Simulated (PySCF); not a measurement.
Start geometry of Cu(AsH3)(SH), `[SH][Cu]<-[AsH3]` from GFN2-xTB (Å):
```
atom  x, y, z in Å
Cu1    0.1387    0.0457   -1.0188
As2    0.1623    0.0385    1.3012
H3    -0.8282    0.7950    2.1064
H4     1.3107    0.5398    2.0905
H5     0.0178   -1.1831    2.1302
S6     0.2071    0.1213   -3.2006
H7    -1.0084   -0.3572   -3.4089
```

Q: What comes out of this run: PBE0-D3(BJ)/def2-SVP geometry optimisation, gas phase in PySCF?

A: 
```
atom  x, y, z in Å
Cu1    0.161    0.062   -1.002
As2    0.149    0.040    1.289
H3    -0.892    0.827    2.051
H4     1.357    0.556    2.036
H5    -0.005   -1.255    2.052
S6     0.242    0.132   -3.147
H7    -1.012   -0.362   -3.279
```

The energy falls by 2.0 kcal/mol over 5 energy and gradient evaluations, the largest force component goes from 0.0161 to 2.7e-04 Eh/bohr, and the atoms move by 0.082 Å rms after alignment. The bond that changes most is Cu1–S6 (ends: copper bonded to As and S; sulfur bonded to Cu and H), which shortens by 0.036 Å. Bonds longer at the end by more than 0.005 Å: 4 of 6; shorter: 2. Among the angles that change most is H3–As2–H5, from 93.0° to 97.0°. Rotational constants go from 78962, 967.8, 964.6 to 72474, 997.0, 993.5 MHz. The orientation of the end geometry is arbitrary; only internal coordinates are fixed.

The run used 101 basis functions and 34 SCF cycles in all. On one thread of an x86-64 server, no GPU, shared host, this took 25 s wall.

PBE0-D3(BJ)/def2-SVP frequencies: not computed here.
